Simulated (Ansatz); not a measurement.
Reaction (ligand exchange at a W–O bond): `C[O][W]([OH])([OH])([Cl])([Cl])[O]C` + HCl → `C[O][W]([OH])([Cl])([Cl])([Cl])[O]C` + H₂O

Isolated molecules relaxed with PBE0-D4/def2-TZVP in Ansatz; ΔE leaves out vibrations. CBS: MP2 limit from def2 TZ/QZ plus the TZ coupled-cluster correction, frozen cores. This one scheme is used for every species. Functionals use def2-TZVPP. B3LYP here is the variant with VWN-RPA as its local correlation; programs differ in this. Elements past krypton have def2 core potentials. For W outer-core shells are correlated without core-valence functions, which leaves a few kJ/mol of doubt a bond. One conformer a species, not always the lowest.

`C[O][W]([OH])([OH])([Cl])([Cl])[O]C`:

```xyz
17

C    -0.162    0.944    2.670
O     0.002    0.896    1.279
W     0.267   -0.390   -0.007
O     1.665    0.360   -1.049
O    -0.920   -1.447    1.030
Cl    0.382   -2.356   -1.345
Cl    2.081   -1.237    1.284
O    -0.857    0.350   -1.258
C    -0.865    0.553   -2.644
H    -0.893    0.188    2.969
H    -0.504    1.941    2.949
H     0.799    0.726    3.146
H     2.574    0.068   -0.946
H    -0.977   -2.398    0.907
H    -1.015   -0.410   -3.141
H     0.098    0.972   -2.949
H    -1.677    1.238   -2.894
```

HCl:

```xyz
2

Cl   -0.037    0.142   -0.622
H     0.037   -0.142    0.622
```

`C[O][W]([OH])([Cl])([Cl])([Cl])[O]C`:

Cartesian coordinates in Å:
```
C 1.804 2.028 0.951
O 0.723 1.702 0.137
W -0.366 0.304 -0.357
O -0.620 0.862 -2.118
Cl 1.642 -0.808 -0.822
Cl -0.437 -0.178 1.943
Cl -2.393 1.451 0.001
O -1.132 -1.354 -0.561
C -1.050 -2.673 -0.123
H 1.563 1.788 1.991
H 2.678 1.449 0.635
H 2.010 3.095 0.848
H -1.344 1.370 -2.491
H -1.163 -2.703 0.965
H -1.843 -3.251 -0.601
H -0.073 -3.082 -0.399
```

H₂O:

Cartesian coordinates in Å:
```
O 0.108 0.373 -0.025
H -0.737 0.029 0.272
H 0.629 -0.402 -0.247
```

```
                              species  B3LYP energy (Eh)
`C[O][W]([OH])([OH])([Cl])([Cl])[O]C`        -1369.90765
                                  HCl         -460.83627
`C[O][W]([OH])([Cl])([Cl])([Cl])[O]C`        -1754.27778
                                  H₂O          -76.46667
```

(1) Work out ΔE.

Largest T1 diagnostic among the species: 0.021, so the coupled-cluster value is less sure than usual.

Answers

(1) ΔE = (-1754.27778) + (-76.46667) − (-1369.90765) − (-460.83627) = -0.00053 Eh = -1.4 kJ/mol. CCSD(T)/CBS gives -7.7 kJ/mol.

At CCSD(T), def2-SVP lies +12.7 kJ/mol from the extrapolated value and def2-TZVPP +6.5 kJ/mol. Leaving LDA and LC-ωPBE aside and taking each functional with its dispersion term where it has one, the values, not all of them listed here, spread over 17.2 kJ/mol, from revPBE-D4 to ωB97X-V.
